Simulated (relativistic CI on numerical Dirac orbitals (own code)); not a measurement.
**What each ingredient does to the levels of Ca17+**

Base calculation: Dirac-Coulomb-Breit CI, separate exchange-only KLI orbitals for each configuration, model QED, unscaled Slater integrals.

Configurations in the expansion (outside the closed core 1s2): 2s, 2p, 3s, 3p, 3d, 4s, 4p, 4d, 4f, 5s, 5p, 5d, 5f, 5g, 6s, 6p, 6d. Levels of other configurations are missing.

Variants: (1) valence Slater integrals scaled by 0.9; (2) configuration mixing switched off; (3) non-relativistic limit. Shifts of the energy above 2s ²S1/2, in eV, for the lowest level and the first level of each name with at least 55 % of one term (blank where a level changes its place among those of its configuration and J or its character, or is not in the variant):

```tsv
Level	Base	Δ(1)	Δ(2)	Δ(3)
2s ²S1/2	0.000	0.000	0.000	0.000
2p ²P°1/2	36.103	0.000	+0.001	-0.836
2p ²P°3/2	41.153	0.000	0.000	-5.886
3s ²S1/2	651.688	0.000	0.000	-4.450
3p ²P°1/2	661.691	0.000	0.000	-4.671
3p ²P°3/2	663.180	0.000	0.000	-6.159
3d ²D3/2	666.887	0.000	0.000	-6.107
3d ²D5/2	667.358	0.000	0.000	-6.578
4s ²S1/2	875.290	0.000	0.000	-5.746
4p ²P°1/2	879.407	0.000	-0.001	-5.832
4p ²P°3/2	880.033	0.000	0.000	-6.458
4d ²D3/2	881.571	0.000	0.000	-6.439
4d ²D5/2	881.770	0.000	0.000	-6.638
4f ²F°5/2	881.847	0.000	0.000	-6.636
4f ²F°7/2	881.946	0.000	0.000	-6.736
5s ²S1/2	977.765	0.000	0.000	-6.244
5p ²P°1/2	979.846	0.000	-0.001	-6.286
5p ²P°3/2	980.167	0.000	0.000	-6.606
5d ²D3/2	980.948	0.000	0.000	-6.597
5d ²D5/2	981.050	0.000	0.000	-6.699
5f ²F°5/2	981.093	0.000	0.000	-6.698
5f ²F°7/2	981.144	0.000	0.000	-6.749
```

At this charge energies of transitions that change n are usually good to better than 1 %, and those within a shell (Δn = 0) to a few per cent.

Ionisation energy from the two ground configurations alone: base 1157.53 eV. The NIST ASD value (theoretical) is 1157.73 eV.
